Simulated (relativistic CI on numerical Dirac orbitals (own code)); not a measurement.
# Ir4+: 5p photoemission

Computed with this model: Dirac-Coulomb-Breit CI, orbitals from a KLI potential per configuration, QED by a radiative potential, valence Slater integrals scaled by 0.8, multiplet model of photoemission in the sudden approximation; configurations [Xe] 4f14 5d5 → [Kr] 4d10 4f14 5s2 5p5 5d5; 80 K; Lorentzian 1.5 eV and Gaussian 0.6 eV FWHM. Energies are those of the free ion, without screening or charge transfer. The energies are binding energies and can lie tens of eV above those of solids. S is read from ⟨S²⟩ = S(S + 1).

Field parameters in Wybourne normalisation: D3d B²₀ = −7Dσ, B⁴₀ = −14Dq − 21Dτ, B⁴₃ = −14√(10/7) Dq. The field is a parameter set, without covalency.

free ion: ground-state S = 2.36, centroid 111.45 eV. Peaks (eV, height): 102.4 (100), 104.2 (97), 110.0 (27), 116.6 (20), 123.0 (43), 127.2 (32).

D3d, 10Dq = 23950, Dσ = -1200, Dτ = -20 cm⁻¹: ground-state S = 0.82, centroid 111.55 eV. Peaks (eV, height): 104.2 (100), 113.4 (12), 122.4 (36), 125.2 (25).

Strongest unbroadened transitions for D3d, 10Dq = 23950, Dσ = -1200, Dτ = -20 cm⁻¹:

| Energy (eV) | Relative strength |
| --- | --- |
| 103.71 | 100.0 |
| 103.77 | 50.2 |
| 103.87 | 68.2 |
| 103.89 | 8.7 |
| 103.93 | 19.8 |
| 104.43 | 91.1 |
| 104.66 | 44.7 |
| 104.68 | 23.7 |
| 105.01 | 71.1 |
| 105.03 | 28.9 |
| 121.49 | 8.8 |
| 122.35 | 54.8 |
| 122.55 | 19.5 |
| 122.66 | 22.3 |
| 125.14 | 9.6 |
| 125.48 | 9.5 |
| 125.49 | 11.8 |
| 125.51 | 10.3 |
